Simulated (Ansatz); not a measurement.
`N=C(F)[S][GeH3]` at its PBE0-D4/def2-TZVP geometry, where that method's forces vanish. The species carries charge 0 and has multiplicity 1.

```xyz
9

N    -0.8384   -1.9820   -1.4889
C    -0.4410   -1.0931   -0.7141
F    -0.2460   -1.2961    0.6115
S    -0.0826    0.5350   -1.2390
Ge    0.5493    1.4980    0.6839
H    -0.9959   -2.8656   -1.0105
H     0.8637    2.9292    0.2321
H    -0.6056    1.4726    1.6891
H     1.7966    0.8020    1.2359
```

Problem. What forces (eV/Å) does B3LYP-D4/def2-TZVPP give on these atoms in the Gaussian-basis code of Ansatz? (Estimate.)

Solution. Computed: 
```
N1  -0.062 -0.187 -0.048
C2  -0.052  0.030 -0.317
F3   0.055 -0.106  0.448
S4  -0.016  0.127 -0.274
Ge5  0.077  0.138  0.202
H6  -0.013 -0.020 -0.038
H7   0.004  0.009  0.008
H8   0.005  0.005  0.009
H9   0.002  0.006  0.010
```

B3LYP here is the variant with VWN-RPA as its local correlation; programs differ in this.
